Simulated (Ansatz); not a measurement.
Consider the formal exchange of groups at the Al–B bond: `[BH2][AlH][O]C` + `CC(=N)CF` → `C[O][AlH][CH2]F` + `BC(C)=N`.

Gas-phase electronic energies from Ansatz, PBE0-D4/def2-TZVP geometries. CCSD(T)/CBS is the MP2 limit (def2-TZVPP, def2-QZVPP) plus CCSD(T) − MP2 in def2-TZVPP, frozen cores. Functionals use def2-TZVPP. B3LYP here is the variant with VWN-RPA as its local correlation; programs differ in this. Each species was taken in one conformer, which may not be the lowest.

Question: Is it downhill or uphill in electronic energy at CCSD(T)/CBS, and by how much? (Estimate.)

Answer: Ansatz gave: Downhill: ΔE = -20.9 kJ/mol.

Question: What do these levels give: PBE-D4, r2SCAN-D4, ωB97M-V, r2SCAN, B3LYP, HF/def2-TZVPP, MP2/def2-TZVPP, SCS-MP2/def2-TZVPP, CCSD/def2-TZVPP, CCSD(T)/def2-TZVPP, MP2/def2-QZVPP, SCS-MP2/def2-QZVPP? (Estimate.)

Answer: Computed: PBE-D4 -27.7, r2SCAN-D4 -25.4, ωB97M-V -24.0, r2SCAN -25.4, B3LYP -28.1, HF/def2-TZVPP -8.1, MP2/def2-TZVPP -22.9, SCS-MP2/def2-TZVPP -20.5, CCSD/def2-TZVPP -14.4, CCSD(T)/def2-TZVPP -17.1, MP2/def2-QZVPP -25.4, SCS-MP2/def2-QZVPP -22.9 kJ/mol.

Largest T1 diagnostic among the species: 0.015.

From PBE to PBE0 (25 % exact exchange), in def2-TZVPP and without D4, ΔE moves by +9.2 kJ/mol. In def2-TZVPP, CCSD(T) changes the Hartree–Fock value by −9.0 kJ/mol (the triples alone add −2.7 kJ/mol) and MP2 by −14.9 kJ/mol.
